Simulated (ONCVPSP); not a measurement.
## Which change was made? (Ru, ONCV)

* Element: ruthenium (Ru)
* Generator: ONCVPSP 4.0.1
* Type: optimised norm-conserving Vanderbilt (ONCV)
* Functional: PBEsol
* Relativity: scalar-relativistic
* Frozen core: [Ar] 3d10
* Valence charge: 16
* Reference configuration: 4s2 4p6 4d7.5 5s0.5
* Partial waves: 4s+5s: rc 1.70 bohr, ncon 3, nbas 7, qcut 6.9 1/bohr, 2 projectors; 4p: rc 1.15 bohr, ncon 5, nbas 10, qcut 7.4 1/bohr, 2 projectors, debl 2.5 Ha; 4d: rc 1.35 bohr, ncon 3, nbas 8, qcut 7 1/bohr, 1 projector; f scattering state at 0.18 Ha: rc 1.75 bohr, ncon 3, nbas 7, qcut 7.4 1/bohr, 2 projectors, debl 1.1 Ha
* Local potential: polynomial inside 0.75 bohr (lpopt 5, dvloc0 0 Ha)
* Core correction: none

Cutoffs, loose and tight: the cutoffs (Ha) at which the residual kinetic energy of the hardest occupied pseudo-wave falls to 1 and 0.1 mHa per electron. They do not see the model core or the augmentation charge, which bear on the density cutoff. Test errors are all-electron minus pseudo excitation energies from the reference, over the configurations 4s2 4p6 4d7 5s1; 4s2 4p6 4d7 5s0; 4s2 4p6 4d6 5s0; 4s2 4p6 4d7 5s0 5p1; variants that change the core or the reference have their own tests.

The base gives: outcome: generated; cutoff, loose: 90 Ha; cutoff, tight: 236 Ha; bound ghosts: s; GHOST(+) flags above zero: none; largest test error (meV): +29.

After one change the result is: outcome: generated; cutoff, loose: 60 Ha; cutoff, tight: 178 Ha; bound ghosts: s; GHOST(+) flags above zero: p, f; largest test error (meV): -3.1. Which change was it?
A. all radii scaled by about 0.86 (s 1.46, p 1.00, d 1.16, f 1.50 bohr); local potential polynomial inside 0.64 bohr (lpopt 5, dvloc0 0 Ha)
B. all radii scaled by about 1.21 (s 2.06, p 1.40, d 1.64, f 2.12 bohr); local potential polynomial inside 0.92 bohr (lpopt 5, dvloc0 0 Ha)
C. all radii scaled by about 0.79 (s 1.34, p 0.90, d 1.06, f 1.38 bohr); local potential polynomial inside 0.58 bohr (lpopt 5, dvloc0 0 Ha)

A. The others give: all radii scaled by about 1.21 (s 2.06, p 1.40, d 1.64, f 2.12 bohr); local potential polynomial inside 0.92 bohr (lpopt 5, dvloc0 0 Ha) → outcome: generated; cutoff, loose: 25 Ha; cutoff, tight: 134 Ha; bound ghosts: none; GHOST(+) flags above zero: s; largest test error (meV): -3.8 | all radii scaled by about 0.79 (s 1.34, p 0.90, d 1.06, f 1.38 bohr); local potential polynomial inside 0.58 bohr (lpopt 5, dvloc0 0 Ha) → outcome: generated; cutoff, loose: 360 Ha; cutoff, tight: 423 Ha; bound ghosts: s; GHOST(+) flags above zero: p, f; largest test error (meV): -4.5.
